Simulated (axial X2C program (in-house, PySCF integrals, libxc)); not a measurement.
## GeO: from Re and ωe to a spectrum

A bond curve at the PBE0 level, 2c, was computed with an in-house all-electron X2C program for linear molecules (integrals from PySCF) (basis Ge dyall-cv3z [9s9p7d4f1g], O dyall-av3z [7s6p3d2f] (cores contracted in-house)) for the state Ω = 0 (closed shell). Its fit gives Re = 1.6163 Å, ωe = 1025.7 cm⁻¹, ωexe = 3.88 cm⁻¹ and αe = 2.800e-03 cm⁻¹; the masses are 73.9212 and 15.9949 u. Two-component means X2C with spin–orbit coupling and atomic mean-field Coulomb and Gaunt terms.

(1) Find the reduced mass, Be and the force constant.

(2) A Morse curve ties αe to the other constants (Pekeris). How well does that hold?

(3) Give B0, the J = 1←0 line in GHz and the most populated J at 300 K (kT = 208.5 cm⁻¹).

(4) Where do the fundamental and the first overtone lie?

(5) The dipole moment p changes by 4.78 D/Å at Re. What harmonic infrared intensity follows?

One determinant describes the state; a PBE0 search over occupations chose it and may have missed a lower one.

Answers

(1) From the PBE0 values: μ = 13.1496 u. Be = 16.8576/(μ Re²) = 0.4907 cm⁻¹. k = 5.8918×10⁻⁷ μ ωe² = 8.15 mdyn/Å.

(2) αe(Morse) = 6Be²/ωe × (√(ωexe/Be) − 1) = 2.552e-03 cm⁻¹; the PBE0 curve gives 2.800e-03 cm⁻¹, a ratio of 0.91.

(3) B0 = Be − αe/2 = 0.4893 cm⁻¹; 2B0 = 29.34 GHz; J(max) ≈ √(kT/2B0) − 1/2 = 14.1, so J = 14.

(4) ν(1←0) = ωe − 2ωexe = 1017.9 cm⁻¹; ν(2←0) = 2ωe − 6ωexe = 2028.1 cm⁻¹.

(5) I = 42.256 × (dp/dR)²/μ = 73 km/mol.
